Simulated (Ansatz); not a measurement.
BBrH2 (SMILES BBr) moved off its minimum; all values from Ansatz (a program for electronic structure), cores frozen in correlated methods.
(charge 0, multiplicity 1)
```xyz
4

B     -0.68334    -1.26103     0.12252
H     -0.46749    -2.23249     0.93819
H     -1.81598    -1.38705    -0.49792
Br     0.11992     0.27213    -0.04510
```

Forces at HF/def2-TZVPP (eV/Å):

```csv
atom,Fx,Fy,Fz
B1,-4.913,-5.702,0.876
H2,0.329,1.727,-1.322
H3,1.967,0.063,0.756
Br4,2.617,3.913,-0.310
```

**Question.** Give the forces (eV/Å), the total energy and the dipole at CCSD(T)/aug-cc-pVTZ.

**Answer.** 
```tsv
atom	Fx	Fy	Fz
B1	-4.481	-5.276	0.785
H2	0.308	1.535	-1.158
H3	1.750	0.073	0.667
Br4	2.423	3.668	-0.293
```
Energy -2598.6218 hartree, dipole 0.41 D.
